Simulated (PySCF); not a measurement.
Compound: CH4BrNSi.
Numbering: `[H]/[N:1]=[CH:2]\[SiH2:3][Br:4]` (hydrogens: H5 on N1; H6 on C2; H7, H8 on Si3)

Theory: PBE0-D3(BJ)/def2-SVP geometry optimisation, gas phase in PySCF.

Task: What internal coordinates does the optimisation give?

Result: 
```tsv
bond	length (Å)
N1=C2	1.269
C2–Si3	1.900
Si3–Br4	2.229
N1–H5	1.031
C2–H6	1.108
Si3–H7, Si3–H8	1.490
```

Bonds in one row agree within 0.01 Å and their mean is given. A selection of angles:
```tsv
angle	degrees
C2–N1–H5	110.5
N1–C2–Si3	127.0
N1–C2–H6	116.8
Si3–C2–H6	116.2
C2–Si3–Br4	106.4
C2–Si3–H7	111.3
Br4–Si3–H7	109.1
H7–Si3–H8	109.7
```

Torsions: N1–C2–Si3–Br4 1° (synperiplanar); H5–N1–C2–Si3 0° (synperiplanar).

The 4 heavy atoms lie in one plane (0.003 Å rms). N1 (C=N nitrogen) is bent (angle 110.5°). Si3 (SiH2 silicon) is tetrahedral (angles from 106.4° to 111.3°). Of the pairs four or more bonds apart, Br4···H5 is among the closest relative to their van der Waals radii: 2.75 Å, 90 % of the sum of Bondi's values.

Point group: Cs (tolerance 0.08 Å). No PBE0-D3(BJ)/def2-SVP frequencies stand behind this structure, so it isn't proved a minimum. One conformer, not necessarily the lowest.

The run took 44 s on Arm Neoverse N1, one thread, shared host with 64 logical CPUs at a one-minute load of 61, and the process peaked at 0.41 GiB of memory. These figures are those of the optimisation.
